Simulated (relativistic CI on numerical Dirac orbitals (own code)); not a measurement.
Spin-allowed bands of a d2 ion in an octahedral site, by hand

Problem. Take Δ = 19500 cm⁻¹ and B = 760 cm⁻¹ for a d2 ion in an octahedral site. Calculate the three spin-allowed bands.

Working.
1. The terms of highest spin are 3F (energy 0) and 3P (15B = 11400 cm⁻¹). Here the F term splits into A2 at +1.2Δ = 23400, T2 at +0.2Δ = 3900 and T1 at −0.6Δ = -11700 cm⁻¹.
2. The two T1 states mix through the element 0.4Δ: H = [[-11700, 7800], [7800, 11400]], with roots ½(H₁₁ + H₂₂) ∓ ½√[(H₂₂ − H₁₁)² + 4H₁₂²] = ½(-300) ∓ ½(27874) = -14087 and 13787 cm⁻¹.
3. The ground term is 3T1 at -14087 cm⁻¹.
4. Bands: 3T2 17987 cm⁻¹ (556 nm), 3T1(P) 27874 cm⁻¹ (359 nm), 3A2 37487 cm⁻¹ (267 nm).

Check. Exact diagonalisation of the whole d2 shell with these parameters gives 3T2 17987, 3T1 27874, 3A2 37487 cm⁻¹. The match is exact, since without spin-orbit coupling no other term has this spin. The ratio of the second band to the first, 1.550, depends on Δ/B = 25.7 alone, which is how a Tanabe-Sugano diagram is read.
